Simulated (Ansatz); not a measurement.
Program: Ansatz. Geometries: PBE0-D4/def2-TZVP. ΔE: electronic, gas phase. CBS: MP2 limit from def2 TZ/QZ plus the TZ coupled-cluster correction, frozen cores. DFT in def2-TZVPP. Elements past krypton have def2 core potentials. For In outer-core shells are correlated without core-valence functions, which leaves a few kJ/mol of doubt a bond. Each species was taken in one conformer, which may not be the lowest.

`[SiH3]C[CH2][InH2]` → `[CH3][InH][CH2][SiH3]`  (isomerisation)

| species | r2SCAN-D4 energy (Eh) |
| --- | --- |
| `[SiH3]C[CH2][InH2]` | -561.24376 |
| `[CH3][InH][CH2][SiH3]` | -561.26236 |

(1) Work out ΔE.

Largest T1 diagnostic among the species: 0.013.

## Answers

(1) ΔE = (-561.26236) − (-561.24376) = -0.01860 Eh = -48.8 kJ/mol. CCSD(T)/CBS gives -51.2 kJ/mol.

The D4 term adds +6.7 kJ/mol with B3LYP and +3.3 kJ/mol with PBE0; it sums over pairs of atoms, weighted by their polarisabilities, and B3LYP, whose exchange is more repulsive, gets the larger term.

B3LYP here is the variant with VWN-RPA as its local correlation; programs differ in this.
